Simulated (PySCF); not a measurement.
C2H7ClGe, SMILES C[CH2][GeH2][Cl]. Coordinates come from a PBE0-D3(BJ)/def2-SVP optimisation. Other conformers were not sampled.

Give the equilibrium geometry at PBE0-D3(BJ)/def2-SVP (PySCF confirms it by a frequency run) as a Z-matrix. (The exact figures need the calculation; the answer reports its results.)

One answer among several that fit: 
```
C
H 1 1.1020
H 1 1.1037 2 106.54
C 1 1.5226 2 111.20 3 121.72
H 4 1.1007 1 111.02 2 62.50
H 4 1.1011 5 107.75 1 122.20
H 4 1.1015 5 107.40 6 115.47
Ge 1 1.9490 2 106.88 3 -114.11
H 8 1.5381 1 113.00 2 51.75
H 8 1.5393 9 111.08 1 -127.49
Cl 8 2.1766 9 106.72 10 -115.38
```
Charge 0, spin multiplicity 1.
